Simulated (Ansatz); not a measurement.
Consider the ligand exchange at the Si–I bond: `I[SiH]1CO1` + H₂Te → `[TeH][SiH]1CO1` + HI.

Isolated molecules relaxed with PBE0-D4/def2-TZVP in Ansatz; ΔE leaves out vibrations. CCSD(T)/CBS is the MP2 limit (def2-TZVPP, def2-QZVPP) plus CCSD(T) − MP2 in def2-TZVPP, frozen cores. DFT in def2-TZVPP. B3LYP here is the variant with VWN-RPA as its local correlation; programs differ in this. def2 core potentials past Kr. For I, Te outer-core shells are correlated without core-valence functions, which leaves a few kJ/mol of doubt a bond.

```tsv
level	ΔE (kJ/mol)	difference from CCSD(T)/CBS
PBE-D4	19.7	-2.9
r2SCAN-D4	22.9	0.3
PBE0-D4	21.3	-1.3
B3LYP-D4	22.0	-0.6
ωB97X-V	23.9	1.3
ωB97M-V	24.6	2.0
B2PLYP	23.4	0.8
PBE	20.7	-1.9
r2SCAN	23.2	0.6
PBE0	22.2	-0.4
B3LYP	23.5	0.9
HF/def2-TZVPP	28.9	6.3
MP2/def2-TZVPP	22.8	0.2
SCS-MP2/def2-TZVPP	23.4	0.8
CCSD/def2-TZVPP	22.6	0.0
CCSD(T)/def2-TZVPP	21.6	-1.0
HF/def2-QZVPP	29.1	6.5
MP2/def2-QZVPP	23.3	0.7
SCS-MP2/def2-QZVPP	23.9	1.3
HF/CBS(def2)	29.1	6.5
MP2/CBS(def2)	23.7	1.1
CCSD/CBS(def2)	23.5	0.9
CCSD(T)/CBS	22.6	0
```

Largest T1 diagnostic among the species: 0.013.

In def2-TZVPP, CCSD(T) changes the Hartree–Fock value by −7.3 kJ/mol (the triples alone add −0.9 kJ/mol) and MP2 by −6.2 kJ/mol.
